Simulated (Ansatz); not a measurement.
C₄H₈Ge (`C=[C]1[CH2][GeH]1[CH3]`) at its PBE0-D4/def2-TZVP geometry, where that method's forces vanish. The species carries charge 0 and has multiplicity 1.

```xyz
13

C    -1.7775    0.7524   -1.3469
C    -0.7851    0.6691   -0.4824
C    -0.5601    0.9814    0.9653
Ge    0.9892    0.1960    0.0409
C     1.4470   -1.6643    0.3656
H    -2.7504    1.1472   -1.0570
H    -1.6645    0.4339   -2.3779
H    -0.5190    2.0331    1.2420
H    -1.0984    0.3753    1.6922
H     2.1344    1.1417   -0.3257
H     1.8765   -2.1134   -0.5303
H     0.5413   -2.2086    0.6332
H     2.1664   -1.7437    1.1811
```

Task: What forces (eV/Å) does ωB97M-V/def2-TZVPP give on these atoms in Ansatz 0.2.0? (Best estimate.)

Result: Computed: 
```
C1  -0.066  0.017 -0.016
C2  -0.045 -0.053 -0.239
C3   0.012  0.073  0.280
Ge4  0.080  0.069 -0.004
C5   0.017 -0.036  0.004
H6   0.092 -0.032 -0.015
H7   0.001  0.023  0.090
H8  -0.010 -0.092 -0.040
H9   0.041  0.045 -0.080
H10 -0.095 -0.077  0.029
H11 -0.036  0.029  0.077
H12  0.070  0.034 -0.018
H13 -0.061 -0.001 -0.067
```
